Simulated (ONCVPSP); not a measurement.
Reading a pseudo-wave (boron (B))

Columns: radius, all-electron u(r) and pseudo u(r) of the 2s shell (level -19.51 eV) of boron in the configuration [He] 2s2; PBE, scalar-relativistic, ONCV scheme, ONCVPSP 4.0.1.

```tsv
r (bohr)	all-electron	pseudo
0.088	-0.2773	0.0499
0.175	-0.3361	0.1003
0.262	-0.2812	0.1527
0.350	-0.1687	0.2079
0.438	-0.0327	0.2652
0.525	0.1054	0.3233
0.612	0.2366	0.3820
0.700	0.3563	0.4409
0.788	0.4604	0.4986
0.875	0.5478	0.5535
0.962	0.6203	0.6057
1.050	0.6784	0.6544
1.138	0.7222	0.6976
1.225	0.7527	0.7330
1.312	0.7718	0.7594
1.400	0.7808	0.7753
1.487	0.7811	0.7797
1.575	0.7740	0.7739
1.662	0.7608	0.7608
1.750	0.7425	0.7425
1.838	0.7201	0.7201
1.925	0.6949	0.6949
2.012	0.6675	0.6675
2.100	0.6383	0.6383
2.188	0.6080	0.6080
2.275	0.5776	0.5777
```

(1) How many radial nodes do the two functions have?

(2) At about which radius was the pseudo-wave matched?

(3) Where does each function peak?

(4) Is the pseudo-wave norm-conserving?

Results:

(1) The all-electron 2s function has n − l − 1 = 1; the pseudo-wave has 0, since the states of the same l below it are removed with the core.

(2) 1.60 bohr, where the columns begin to agree (steps of 0.09 bohr).

(3) Outermost all-electron maximum near 1.49 bohr, pseudo maximum near 1.49 bohr (to the table’s step).

(4) Yes: the ONCV scheme keeps the norm inside the radius equal to the all-electron one, which fixes the energy derivative of the logarithmic derivative at the level.
